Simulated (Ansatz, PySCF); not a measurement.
Molecule: chloro(chlorosilyl)silane, Si₂H₄Cl₂, charge 0, multiplicity 1. SMILES: [SiH2]([SiH2]Cl)Cl
Geometry: optimised at B3LYP-D3(BJ)/def2-TZVP (Ansatz, a first-principles code).

Harmonic wavenumbers (cm⁻¹) at HF/6-31G* (Ansatz, at its own minimum) and at B3LYP-D3(BJ)/def2-TZVP (PySCF, at the structure above). 6-31G* holds six Cartesian d functions. Modes are numbered in rising order, 18 in all, and paired by that order; shown are modes over 250 cm⁻¹ that lie over 6 % from every other mode at both levels, one of each degenerate set, at most eight drawn at random. The second level is harmonic too, so this factor is not the one that brings values to measured fundamentals.

| mode | HF/6-31G* (x) | B3LYP-D3(BJ)/def2-TZVP (y) |
|---|---|---|
| 4 | 399 | 352 |
| 5 | 476 | 437 |
| 8 | 622 | 568 |
| 11 | 851 | 767 |

Problem. Fit one scale factor, y = λ·x, by least squares, and use it for mode 12, which lies at 946 cm⁻¹ at HF/6-31G*.

Solution. λ = Σxy/Σx² = 1354473/1496862 = 0.9049; the rows scatter about it by 6 cm⁻¹ (root mean square). Prediction for mode 12: 856 cm⁻¹. It lies outside the range of the table, so the fit extrapolates. The wavenumber at B3LYP-D3(BJ)/def2-TZVP is 855 cm⁻¹, so the fit misses by +1 cm⁻¹, against +91 cm⁻¹ without it. The fit is meant for this molecule alone.
